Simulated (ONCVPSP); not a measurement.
Ge (Z = 32) ONCV: all-electron and pseudo phase curves

* Element: Ge (Z = 32)
* Generator: ONCVPSP 4.0.1
* Type: optimised norm-conserving Vanderbilt (ONCV)
* Functional: PBE
* Relativity: scalar-relativistic
* Frozen core: [Ar]
* Valence charge: 14
* Reference configuration: 3d10 4s2 4p2
* Partial waves: 4s: rc 1.45 bohr, ncon 4, nbas 7, qcut 4.9 1/bohr, 2 projectors, debl 3.5 Ha; 4p: rc 1.80 bohr, ncon 4, nbas 9, qcut 4.1 1/bohr, 2 projectors, debl 4 Ha; 3d: rc 1.05 bohr, ncon 4, nbas 8, qcut 15 1/bohr, 1 projector
* Local potential: polynomial inside 0.90 bohr (lpopt 5, dvloc0 1 Ha)
* Core correction: Teter function fitted to the true core (icmod 2), fcfact 0.6

The phase is arctan(r·R′/R) of the radial function R(r), unwrapped; energies in Ha, scanned from -3 to 5 Ha. A pole is an energy at which the radial function vanishes at the test radius. The pseudo phase is shifted by a multiple of π to meet the all-electron one at the reference energy, and phase errors are pseudo minus all-electron; the curves can meet again beyond the range given. Levels narrower than the energy grid can be missing from the lists of poles.

| channel | radius (bohr) | reference energy (Ha) | poles, all-electron | poles, pseudo | unbroken range about the reference energy with phases within 0.05 rad | phase error 1 Ha above the reference energy (rad) |
| --- | --- | --- | --- | --- | --- | --- |
| s | 1.48 | -0.43 | 4.38 | 4.38 | the whole range | +0.001 |
| p | 1.83 | -0.14 | 2.50 | 2.48 | below 4.9 | -0.002 |
| d | 1.07 | -1.08 | 0.12 | 0.16 | below 2.3 | +0.006 |

Note: ghosts flagged at negative energy: s at -101.7 eV; GHOST(+) flagged for p at 154.1 eV. A true bound ghost makes a file unfit for plane-wave use.

Phases in the p channel:

```csv
E (Ha),all-electron,pseudo
-2.98,1.258,1.248
-2.76,1.237,1.228
-2.54,1.213,1.205
-2.32,1.185,1.177
-2.10,1.151,1.144
-1.88,1.109,1.103
-1.66,1.056,1.050
-1.44,0.987,0.982
-1.22,0.893,0.888
-1.00,0.761,0.757
-0.78,0.569,0.565
-0.56,0.290,0.288
-0.34,-0.077,-0.077
-0.12,-0.459,-0.459
0.10,-0.767,-0.767
0.32,-0.984,-0.985
0.54,-1.132,-1.134
0.76,-1.237,-1.240
0.98,-1.315,-1.317
1.20,-1.374,-1.377
1.42,-1.422,-1.424
1.64,-1.461,-1.463
1.86,-1.494,-1.496
2.08,-1.523,-1.525
2.30,-1.549,-1.551
2.52,-1.573,-1.575
2.74,-1.597,-1.598
2.96,-1.619,-1.620
3.18,-1.642,-1.643
3.40,-1.665,-1.666
3.62,-1.690,-1.690
3.84,-1.718,-1.718
4.06,-1.749,-1.749
4.28,-1.786,-1.788
4.50,-1.832,-1.839
4.72,-1.891,-1.914
4.94,-1.971,-2.050
```
